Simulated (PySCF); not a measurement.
# Radial density of P (phosphorus, neutral)

UHF, [Ne] 3s2 3p2 4s1, high-spin 4P determinant (an excited configuration). Calculation: PySCF 2.14, in aug-cc-pV(T+d)Z with one added diffuse shell each of s, p, d, f type (7s6p5d3f, 71 functions); no relativity, point nucleus.

```json
{"r (bohr)": "0.00136", "4πr²ρ (e/bohr)": "0.04908", "4πr²(ρα − ρβ)": "0.0000"}
{"r (bohr)": "0.00229", "4πr²ρ (e/bohr)": "0.1349", "4πr²(ρα − ρβ)": "0.0000"}
{"r (bohr)": "0.00386", "4πr²ρ (e/bohr)": "0.3643", "4πr²(ρα − ρβ)": "0.0001"}
{"r (bohr)": "0.00649", "4πr²ρ (e/bohr)": "0.9522", "4πr²(ρα − ρβ)": "0.0002"}
{"r (bohr)": "0.0109", "4πr²ρ (e/bohr)": "2.361", "4πr²(ρα − ρβ)": "0.0006"}
{"r (bohr)": "0.0184", "4πr²ρ (e/bohr)": "5.346", "4πr²(ρα − ρβ)": "0.0014"}
{"r (bohr)": "0.0309", "4πr²ρ (e/bohr)": "10.42", "4πr²(ρα − ρβ)": "0.0033"}
{"r (bohr)": "0.0519", "4πr²ρ (e/bohr)": "15.86", "4πr²(ρα − ρβ)": "0.0084"}
{"r (bohr)": "0.0873", "4πr²ρ (e/bohr)": "16.39", "4πr²(ρα − ρβ)": "0.0279"}
{"r (bohr)": "0.147", "4πr²ρ (e/bohr)": "11.52", "4πr²(ρα − ρβ)": "0.0927"}
{"r (bohr)": "0.247", "4πr²ρ (e/bohr)": "12.79", "4πr²(ρα − ρβ)": "0.1976"}
{"r (bohr)": "0.416", "4πr²ρ (e/bohr)": "15.71", "4πr²(ρα − ρβ)": "0.1425"}
{"r (bohr)": "0.699", "4πr²ρ (e/bohr)": "6.773", "4πr²(ρα − ρβ)": "0.0056"}
{"r (bohr)": "1.18", "4πr²ρ (e/bohr)": "2.197", "4πr²(ρα − ρβ)": "0.6483"}
{"r (bohr)": "1.98", "4πr²ρ (e/bohr)": "2.075", "4πr²(ρα − ρβ)": "1.0262"}
{"r (bohr)": "3.33", "4πr²ρ (e/bohr)": "0.4822", "4πr²(ρα − ρβ)": "0.3344"}
{"r (bohr)": "5.60", "4πr²ρ (e/bohr)": "0.2085", "4πr²(ρα − ρβ)": "0.2069"}
{"r (bohr)": "9.41", "4πr²ρ (e/bohr)": "0.05880", "4πr²(ρα − ρβ)": "0.0588"}
{"r (bohr)": "15.8", "4πr²ρ (e/bohr)": "0.0007838", "4πr²(ρα − ρβ)": "0.0008"}
```

The outer electron is Rydberg-like, and this basis confines it to a smaller radius and binds it less than a complete one would.
